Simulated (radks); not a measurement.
The numbers below are computed, except where a source is named.
Question: The mean radii <r> (bohr) of the occupied orbitals of an atom or ion are listed with their occupations. Level of theory: scalar-relativistic Kohn-Sham, exchange-only r2SCAN, spin-polarised, spherical densities, finite nucleus; meta-GGA in the generalised Kohn-Sham scheme; Fermi nuclear charge, rms radius of each element as measured or else 0.836 A^(1/3) + 0.57 fm (a radial shooting solver on a logarithmic mesh with Libxc functionals).

| orbital | occ. | <r> |
|---|---|---|
| 1s up | 1 | 0.04861 |
| 1s down | 1 | 0.04861 |
| 2s up | 1 | 0.2176 |
| 2s down | 1 | 0.2173 |
| 2p up | 3 | 0.1908 |
| 2p down | 3 | 0.1906 |
| 3s up | 1 | 0.6403 |
| 3s down | 1 | 0.6425 |
| 3p up | 3 | 0.6617 |
| 3p down | 3 | 0.6647 |
| 3d up | 5 | 0.7222 |
| 3d down | 3 | 0.7313 |
| 4s up | 1 | 1.958 |
| 4s down | 1 | 1.944 |
| 4p up | 1 | 2.354 |
| 4d up | 2 | 5.541 |

Name the element and its charge. Open shells, if any, are filled with parallel spins first.

Answer: Z = 31, gallium, charge 0: Ga in [Ar] 3d8 4s2 4p1 4d2. The 1s radius gives Z: for a bare nucleus <r> = (2 gamma + 1)/(2Z) with gamma = sqrt(1 - (Z/c)^2), 0.04755 bohr for Z = 31, and screening makes it slightly larger (0.04861 here). The occupations add up to 31, and the charge is Z minus that.
